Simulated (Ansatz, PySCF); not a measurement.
aminosilylimino(oxo)methane (CH4N2OSi), SMILES N[SiH2]N=C=O.

Geometry: PBE0-D3(BJ)/def2-SVP. Other conformers were not sampled.

Vertical ionisation energy (IE) and electron affinity (EA) in eV. Rows of orbital energies are one-electron estimates. Where ΔSCF, EOM or ADC give a negative EA the extra electron is unbound and the value depends on the basis.

```json
[
 {"level": "−ε(HOMO), −ε(LUMO), ωB97X/def2-TZVP (PySCF)", "IE": "(withheld)", "EA": "(withheld)"},
 {"level": "−ε(HOMO), −ε(LUMO), PBE/def2-TZVP (PySCF)", "IE": "6.58", "EA": "0.75"},
 {"level": "ΔSCF, PBE0/def2-SVPD (Ansatz), final states of multiplicity 2 and 2", "IE": "10.19", "EA": "-1.28"},
 {"level": "ΔSCF, PBE/def2-SVPD (Ansatz), final states of multiplicity 2 and 2", "IE": "9.80", "EA": "-1.10"}
]
```

Complete the blanks. (The exact figures need the calculation; the answer reports its results.)


- −ε(HOMO), −ε(LUMO), ωB97X/def2-TZVP (PySCF), IE: 10.49
- −ε(HOMO), −ε(LUMO), ωB97X/def2-TZVP (PySCF), EA: -2.17

What vertical singlet–triplet gap does ΔSCF give with PBE0/def2-SVPD (Ansatz, a first-principles code) and with PBE/def2-SVPD (Ansatz)? (Estimate from the structure and the level; the computed values follow.)

6.30 and 5.85 eV (triplet above singlet where positive).
